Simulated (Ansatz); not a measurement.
C5H6, SMILES `CC1=CC=C1` (charge 0, multiplicity 1).

The numbers are results of Ansatz (an electronic-structure program) with frozen-core CCSD(T)/cc-pVDZ // B3LYP-D3(BJ)/def2-TZVP, not measurements.

Ansatz 0.2 input:
```yaml
crystal:
  periodic: [false, false, false]
  atoms:
    - { symbol: C, position_ang: [-1.676299, 0.092273, 0.002611] }
    - { symbol: C, position_ang: [-0.211848, -0.07464, -0.006939] }
    - { symbol: C, position_ang: [0.659854, -1.080059, -0.088972] }
    - { symbol: C, position_ang: [1.849328, -0.060195, 0.000603] }
    - { symbol: C, position_ang: [0.992323, 0.953478, 0.083421] }
    - { symbol: H, position_ang: [-2.008403, 0.58349, 0.923856] }
    - { symbol: H, position_ang: [-2.003016, 0.73084, -0.825501] }
    - { symbol: H, position_ang: [-2.183427, -0.870098, -0.080012] }
    - { symbol: H, position_ang: [0.577485, -2.15278, -0.179619] }
    - { symbol: H, position_ang: [2.925663, -0.148211, -0.003518] }
    - { symbol: H, position_ang: [1.07834, 2.025905, 0.17407] }
basis:
  gaussian: { orbitals: cc-pVDZ }
correlation:
  method: ccsd_t
```

Output:

```
Functional definition: HF
917 factors; integrals over basis functions are off by at most 1.1e-3 eV
mean field evaluation 1: about -5240.7738 eV, gradient 2.9e1 eV
mean field evaluation 2: about -5241.0667 eV, gradient 2.9e1 eV
mean field evaluation 4: about -5243.6740 eV, gradient 3.2e0 eV
mean field evaluation 8: about -5243.7099 eV, gradient 1.6e-1 eV
mean field evaluation 16: about -5243.1315 eV, gradient 9.6e0 eV
mean field -5243.71013183 eV, -192.7027930302 hartree, gradient 2.5e-6 eV, S^2 0.000000; 0 other end points of the search recorded, 0 dependent functions left out; unrestricted orbitals would lower it
5 core orbitals not correlated
reference -5243.71013183 eV, -192.7027930302 hartree; 13, 13 occupied and 82, 82 virtual orbitals, 917 factors
second order -18.10570170 eV of doubles, -0.00000000 eV of singles
cycle   1  -18.73420694 eV  change   -6.3e-1 eV  update   9.8e-2
cycle   2  -19.30630292 eV  change   -5.7e-1 eV  update   3.6e-2
cycle   3  -19.42480545 eV  change   -1.2e-1 eV  update   1.7e-2
cycle   4  -19.43113845 eV  change   -6.3e-3 eV  update   6.7e-3
cycle   5  -19.43531855 eV  change   -4.2e-3 eV  update   2.8e-3
cycle   6  -19.43449916 eV  change    8.2e-4 eV  update   1.2e-3
cycle   7  -19.43418593 eV  change    3.1e-4 eV  update   5.2e-4
cycle   8  -19.43425916 eV  change   -7.3e-5 eV  update   2.3e-4
cycle   9  -19.43422374 eV  change    3.5e-5 eV  update   9.6e-5
cycle  10  -19.43421111 eV  change    1.3e-5 eV  update   4.4e-5
cycle  11  -19.43424949 eV  change   -3.8e-5 eV  update   1.5e-5
cycle  12  -19.43424039 eV  change    9.1e-6 eV  update   4.9e-6
perturbative correction -0.79792583 eV, -0.0293232333 hartree
Total energy: -5263.94229804 eV, -193.4463114247 hartree
```
